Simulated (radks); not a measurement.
Species: the arsenic ion As4+. Configuration: [Ar] 3d10 4s1. All-electron calculation, Dirac Kohn-Sham, LDA (Slater exchange, Perdew-Wang correlation), spin-unpolarised, spherical densities, finite nucleus; Fermi nuclear charge, rms radius 4.0968 fm. Program: a radial shooting solver on a logarithmic mesh with Libxc functionals.

Unscreened Slater integrals over Kohn-Sham orbitals (cm^-1). Large and small components are both included. Empty in this configuration: 4p1/2.

F0(4s1/2,4s1/2): 118290
F0(4s1/2,3d5/2): 148870
G2(4s1/2,3d5/2): 15288
F0(4s1/2,3d3/2): 148990
G2(4s1/2,3d3/2): 15112
F0(4s1/2,3p3/2): 150200
G1(4s1/2,3p3/2): 11209
F0(4s1/2,4p1/2): 111340
G1(4s1/2,4p1/2): 75684
F0(3d5/2,3d5/2): 302040
F2(3d5/2,3d5/2): 142550
F4(3d5/2,3d5/2): 89237
F0(3d5/2,3d3/2): 303020
F2(3d5/2,3d3/2): 142980
G2(3d5/2,3d3/2): 142740
G4(3d5/2,3d3/2): 89358
F0(3d5/2,3p3/2): 309330
F2(3d5/2,3p3/2): 147450
G1(3d5/2,3p3/2): 179680
G3(3d5/2,3p3/2): 110490
F0(3d5/2,4p1/2): 135110
G3(3d5/2,4p1/2): 10933
F0(3d3/2,3d3/2): 304000
F2(3d3/2,3d3/2): 143410
F0(3d3/2,3p3/2): 310320
F2(3d3/2,3p3/2): 147820
G1(3d3/2,3p3/2): 179860
G3(3d3/2,3p3/2): 110630
F0(3d3/2,4p1/2): 135210
G1(3d3/2,4p1/2): 11951
F0(3p3/2,3p3/2): 319740
F2(3p3/2,3p3/2): 159780
F0(3p3/2,4p1/2): 136140
G2(3p3/2,4p1/2): 8990.2
F0(4p1/2,4p1/2): 105670
